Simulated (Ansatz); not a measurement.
Mo₅Se₉ (the lowest singlet isomer of a short search), 14 atoms. Hardware: 2 threads of AMD EPYC 7R13 on a shared host and a share (18 GiB) of an NVIDIA H100 80GB HBM3.

In the def2 sets Mo takes a core potential; there is no spin–orbit coupling. Correlated methods freeze 81 core orbitals; core or outer-core shells of Mo, Se are correlated, in sets that lack core-valence functions. Single mean-field runs in def2-SVP, def2-TZVP are fitted with def2-universal-jkfit.

(1) How many basis functions does each of these Ansatz runs have, and roughly what does it cost? PBE-D4/def2-TZVP, charge 0 singlet, energy and forces, from earlier orbitals; r2SCAN-D4/def2-TZVP, charge 0 singlet, energy, from earlier orbitals; PBE0-D4/def2-TZVP, charge 0 singlet, energy, from earlier orbitals; RPA@PBE/def2-SVP, charge 0 singlet, energy, from earlier orbitals; PBE-D4/def2-SVP, charge 0 singlet, energy, from earlier orbitals; MP2/def2-SVP, charge 0 singlet, energy, from earlier orbitals; PBE-D4/def2-SVP, charge 0 singlet, relaxation, 27 steps; PBE0-D4/def2-SVP, charge 0 singlet, energy, from earlier orbitals; revPBE-D4/def2-TZVP, charge 0 singlet, energy, from earlier orbitals.

Results:

(1) Other jobs shared the machine, so times can vary by a factor of up to 3.

| run | functions | fitting or Cholesky vectors | wall time | peak host memory (GiB) |
| --- | --- | --- | --- | --- |
| PBE-D4/def2-SVP, charge 0 singlet, energy, from earlier orbitals | 443 | 3669 | 4.8 s | 1 |
| revPBE-D4/def2-TZVP, charge 0 singlet, energy, from earlier orbitals | 632 | 3669 | 7 s | 1.1 |
| PBE0-D4/def2-SVP, charge 0 singlet, energy, from earlier orbitals | 443 | 3669 | 7.5 s | 1 |
| r2SCAN-D4/def2-TZVP, charge 0 singlet, energy, from earlier orbitals | 632 | 3669 | 9 s | 1.2 |
| PBE-D4/def2-TZVP, charge 0 singlet, energy and forces, from earlier orbitals | 632 | 3669 | 10 s | 1.2 |
| RPA@PBE/def2-SVP, charge 0 singlet, energy, from earlier orbitals | 443 | 4398 | 16 s | 2.9 |
| PBE0-D4/def2-TZVP, charge 0 singlet, energy, from earlier orbitals | 632 | 3669 | 17 s | 1.1 |
| MP2/def2-SVP, charge 0 singlet, energy, from earlier orbitals | 443 | 4398 | 39 s | 1.2 |
| PBE-D4/def2-SVP, charge 0 singlet, relaxation, 27 steps | 443 | 3669 | 2.4 min | 1.1 |
